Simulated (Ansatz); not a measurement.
Al3Ga2⁺. Total charge 1; singlet. Geometry r2SCAN-D4/def2-SVP.

Cartesian coordinates in Å:
```
Al -0.645 1.384 -2.096
Al 0.287 1.627 0.267
Al 0.062 -2.239 0.835
Ga 0.715 -0.031 1.973
Ga -0.420 -0.740 -0.978
```

The restricted singlet is unstable towards broken spin symmetry in Hartree–Fock (as tested in another run); at HF/STO-3G this wasn't settled. At r2SCAN-D4/def2-TZVP the restricted singlet is unstable: a solution with broken spin symmetry lies lower. The restricted singlet is unstable towards broken spin symmetry at other levels; at PBE0-D4/def2-SVP, CAM-B3LYP-D4/def2-TZVP this wasn't settled. The geometry of the singlet was relaxed on an unsound state (restricted singlet, unstable towards broken spin symmetry at other levels and untested here). The order of the spin states hangs on the level: the triplet lies 0.09 eV below the singlet at PBE0-D4/def2-TZVP, but 0.05 eV above it at PBE-D4/def2-TZVP. The singlet is doubtful at PBE0-D4/def2-TZVP (restricted singlet, unstable towards broken spin symmetry). The structure comes from a short search, and lower isomers may exist.

Problem. Estimate the orbital energies around the gap (eV) in Ansatz with HF/STO-3G, PBE-D4/def2-TZVP, r2SCAN-D4/def2-TZVP, PBE0-D4/def2-SVP, CAM-B3LYP-D4/def2-TZVP.

Solution. 
| orbital | HF/STO-3G | PBE-D4/def2-TZVP | r2SCAN-D4/def2-TZVP | PBE0-D4/def2-SVP | CAM-B3LYP-D4/def2-TZVP |
| --- | --- | --- | --- | --- | --- |
| HOMO−13 | -16.20 | -24.17 | -24.72 | -27.76 | -28.99 |
| HOMO−12 | -16.10 | -24.17 | -24.72 | -27.75 | -28.98 |
| HOMO−11 | -15.81 | -24.11 | -24.63 | -27.62 | -28.84 |
| HOMO−10 | -15.77 | -24.03 | -24.54 | -27.55 | -28.76 |
| HOMO−9 | -15.67 | -24.03 | -24.54 | -27.54 | -28.75 |
| HOMO−8 | -15.49 | -23.96 | -24.47 | -27.48 | -28.68 |
| HOMO−7 | -15.15 | -23.94 | -24.46 | -27.47 | -28.66 |
| HOMO−6 | -14.94 | -16.17 | -16.65 | -17.82 | -19.37 |
| HOMO−5 | -11.68 | -14.19 | -14.54 | -15.52 | -16.84 |
| HOMO−4 | -11.49 | -13.24 | -13.52 | -14.47 | -15.81 |
| HOMO−3 | -10.80 | -11.01 | -11.17 | -11.79 | -12.67 |
| HOMO−2 | -10.02 | -10.61 | -10.73 | -11.33 | -12.19 |
| HOMO−1 | -8.29 | -9.02 | -9.18 | -9.74 | -10.46 |
| HOMO | -6.62 | -9.01 | -9.17 | -9.61 | -10.25 |
| LUMO | -1.50 | -8.42 | -8.46 | -7.97 | -6.95 |
| LUMO+1 | -0.65 | -7.84 | -7.82 | -7.33 | -6.34 |
| LUMO+2 | 0.06 | -7.44 | -7.43 | -6.93 | -5.89 |
| LUMO+3 | 1.10 | -6.80 | -6.72 | -6.28 | -5.31 |
| LUMO+4 | 3.19 | -6.73 | -6.66 | -6.16 | -5.12 |
| LUMO+5 | 4.57 | -5.02 | -4.77 | -4.24 | -3.12 |
